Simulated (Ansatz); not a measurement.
Task: Name a neutral molecule of C, F, O, Sn and H with HOMO–LUMO gap (PBE0/def2-TZVPP) between 5.35 and 5.65 eV and HOMO energy (PBE/def2-TZVPP) between -6.40 and -6.10 eV (Ansatz, PBE0-D4/def2-TZVP geometry).

Result: `CC(C)[O][Sn][F]` (5.40 eV, -6.31 eV). Other molecules can fit too; these were computed, each in one conformer that needn't be the lowest.
